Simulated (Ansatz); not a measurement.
HCl3OZr, triplet, geometry from GFN2-xTB (such geometries of metal compounds can be far from the true shape) (the multiplicity is a formal guess) (core potentials on Zr); PBE/def2-TZVPP run with Ansatz (a first-principles code).

Ansatz was given this input:
Ansatz 0.2 input:
```yaml
crystal:
  periodic: [false, false, false]
  atoms:
    - {symbol: Zr, position_ang: [-0.32749238, 0.36446577, -0.05221936]}
    - {symbol: Cl, position_ang: [1.58216371, 1.38485456, -0.78301165]}
    - {symbol: Cl, position_ang: [0.41907404, -0.99997449, 1.74849642]}
    - {symbol: Cl, position_ang: [-0.12213121, -1.86119446, -0.86824588]}
    - {symbol: O, position_ang: [-2.01062156, 1.10267398, 0.05293379]}
    - {symbol: H, position_ang: [-2.76014362, 1.69732219, 0.01224287]}
basis:
  gaussian:
    orbitals: def2-TZVPP
hamiltonian:
  xc: pbe
magnetization: {spin_polarized: true, initial_magnetization: 2}
```

Problem. What does Ansatz print? Leave out banner, timings and long lists.

Solution. 
```
Functional definition: PBE
1404 factors; their error is unknown
mean field evaluation 1: about -40891.4171 eV, gradient 5.2e1 eV
mean field evaluation 2: about -40798.8821 eV, gradient 1.3e2 eV
mean field evaluation 4: about -40900.1999 eV, gradient 1.4e1 eV
mean field evaluation 8: about -40901.0789 eV, gradient 3.2e-1 eV
mean field evaluation 16: about -40901.0556 eV, gradient 2.7e-3 eV
mean field evaluation 32: about -40899.7181 eV, gradient 5.8e-1 eV
mean field evaluation 64: about -40899.8504 eV, gradient 1.1e0 eV
mean field evaluation 96: about -40899.3126 eV, gradient 5.1e0 eV
mean field -40901.05556667 eV, -1503.0860683439 hartree, gradient 5.5e-5 eV, S^2 2.003458; 8 other end points of the search recorded, 0 dependent functions left out
reference -40901.05563622 eV, -1503.0860708999 hartree; 37, 35 occupied and 190, 192 virtual orbitals, 1404 factors
Total energy: -40901.05563622 eV, -1503.0860708999 hartree
```
